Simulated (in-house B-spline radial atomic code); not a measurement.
## RPA and G0W0 on r2SCAN0: Se¹¹⁺

Configuration [Ar] 3d5, highest spin, mean-field start r2SCAN0. Computed with an all-electron radial atomic-structure program (B-spline basis): all electrons, non-relativistic, point nucleus, each spin shell either full or empty, empty states to l = 9 with an (l + 1/2)⁻⁴ tail; G0W0 by contour deformation at full frequency.

Command:
```bash
python run_gw.py task.json out
```
Settings (radii: box in bohr, nucleus in fm):
```
Z                        34
electrons                23
configuration            [Ar] 3d5
hamiltonian              nr
method                   r2scan0
lmax                     9
spin_polarised           True
box_radius               6.2
intervals                48
```

Run time, properties included: 1.4 s on 1 thread of Arm Neoverse V2, on a shared host.

Energies (hartree):

```
                                     term        value
                         mean-field total  -2351.15818
Hartree-Fock functional on these orbitals  -2350.10720
                      direct second order      -1.7204
                    second-order exchange      0.55918
                         SOSEX correction      0.53041
```

Question: What is the RPA correlation energy, and what remains with SOSEX?

Answer: RPA gives -1.5819 hartree (-1.87 eV per electron); RPA + SOSEX gives -1.0515, and the second-order doubles -1.1612 hartree (no singles). RPA lacks exchange-type terms and so overcorrelates at short range.

Quasi-particle levels (eV):

```tsv
level	occupied	mean field	Σx - vxc	Σc	QP weight	G0W0
3d up	yes	-331.86	-15.44	?	?	?
3p down	yes	-416.03	-12.32	-0.32	0.979	-428.68
3s down	yes	-475.77	-19.04	7.87	0.888	-486.94
3d down	no	-306.39	17.31	-5.42	0.982	-294.50
```

G0W0 = mean field + (Σx - vxc) + Σc, with Σc (partial-wave tail included) taken at the quasi-particle energy. Only the outer levels were computed. Levels of low weight are left out.

Question: Where does G0W0 put 3d up?

Answer: At -345.67 eV, with Σc = 1.63 eV and a quasi-particle weight of 0.981. The tabulated removal energy is 342.9 ± 2.5 eV (NIST, tabulated theory); the calculation leaves out relativity, Breit and QED terms, and what these don't explain is the method's own error.
